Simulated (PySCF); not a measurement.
## Excitation energy of Tl²⁺ by level of theory

Tl²⁺ [Xe] 4f14 5d10 6s1 (2S) → Tl²⁺ [Xe] 4f14 5d10 6p1 (2P), as a difference of total energies. Calculation: PySCF 2.14, in x2c-TZVPPall (11s7p6d3f, 83 functions); the spin-free X2C one-electron Hamiltonian (Gaussian nucleus). Correlated levels: valence and next inner shell: [Kr] 4d10 4f14 frozen. The calculations carry no spin-orbit coupling.

```csv
method,excitation energy (eV)
UHF,8.774
LDA,9.478
PBE,9.287
PBE0,9.227
r2SCAN,9.359
BLYP,9.310
TPSS,9.251
M06,9.128
MP2 (valence and next inner shell),9.394
SCS-MP2 (valence and next inner shell),9.318
```

Task: How much does correlation contribute at MP2 (valence and next inner shell)?

Result: 9.394 − (8.774) = 0.620 eV, measured against UHF.

A first-order spin-orbit estimate (lowest level to lowest level, LS coupling) adds -0.968 eV.

The basis was made for the ground configuration and has no added diffuse functions, so the excitation energy can come out too high.
